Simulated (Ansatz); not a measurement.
| atom | x (Å) | y (Å) | z (Å) |
| --- | --- | --- | --- |
| Cl | 0.0001 | 0.0034 | -2.2024 |
| Mg | 0.0012 | -0.0064 | -0.0076 |
| Cl | -0.0095 | 0.0026 | 2.1946 |

Basis set: STO-3G (spherical functions). Correlated methods keep 11 orbitals frozen. Charge 0, multiplicity 1.

Computed with Ansatz (development build ahead of 0.2.0); each method stands on the lowest determinant of its kind that the runs found. Restricted open shells among the atoms or ions are ROHF, correlated in semicanonical orbitals with singles.

Q: Give the atomization energy at this shape (free ground-state atoms in the same class of orbitals less the molecule, no zero-point energy) of singlet MgCl₂ by RHF-MP2, RHF.

A:

```
 method  atomization energy
RHF-MP2     252.71 kcal/mol
    RHF     255.86 kcal/mol
```

This basis has no polarisation functions and is too small for such energies, which can lie far from measured ones in either direction.
